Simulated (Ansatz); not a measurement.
`CSC([SiH3])S` → `CSCS` + `[SiH2]`  (silylene formation by 1,1-elimination)

Program: Ansatz. Geometries: PBE0-D4/def2-TZVP. ΔE: electronic, gas phase. CCSD(T)/CBS adds triple-zeta CCSD(T) − MP2 to the extrapolated MP2 energy (def2 sets, frozen cores). This one scheme is used for every species. Functionals use def2-TZVPP. B3LYP here is the variant with VWN-RPA as its local correlation; programs differ in this. Each species was taken in one conformer, which may not be the lowest.

```
             level  ΔE (kcal/mol)  difference from CCSD(T)/CBS
         r2SCAN-D4           58.0                          3.7
          B3LYP-D4           52.5                         -1.8
           ωB97M-V           52.7                         -1.6
            B2PLYP           51.7                         -2.6
               PBE           51.9                         -2.4
            r2SCAN           57.2                          2.9
              PBE0           53.8                         -0.5
     HF/def2-TZVPP           46.3                         -8.0
    MP2/def2-TZVPP           57.8                          3.5
   CCSD/def2-TZVPP           50.7                         -3.6
CCSD(T)/def2-TZVPP           52.4                         -1.9
     HF/def2-QZVPP           46.5                         -7.8
SCS-MP2/def2-QZVPP           55.5                          1.2
      HF/CBS(def2)           46.5                         -7.8
     MP2/CBS(def2)           59.7                          5.4
    CCSD/CBS(def2)           52.6                         -1.7
       CCSD(T)/CBS           54.3                            0
```

Largest T1 diagnostic among the species: 0.014.

The D4 term adds +4.6 kcal/mol with B3LYP and +2.5 kcal/mol with PBE0; it sums over pairs of atoms, weighted by their polarisabilities, and B3LYP, whose exchange is more repulsive, gets the larger term. In def2-TZVPP, CCSD(T) changes the Hartree–Fock value by +6.1 kcal/mol (the triples alone add +1.7 kcal/mol) and MP2 by +11.6 kcal/mol. From PBE to PBE0 (25 % exact exchange), in def2-TZVPP and without D4, ΔE moves by +1.9 kcal/mol.
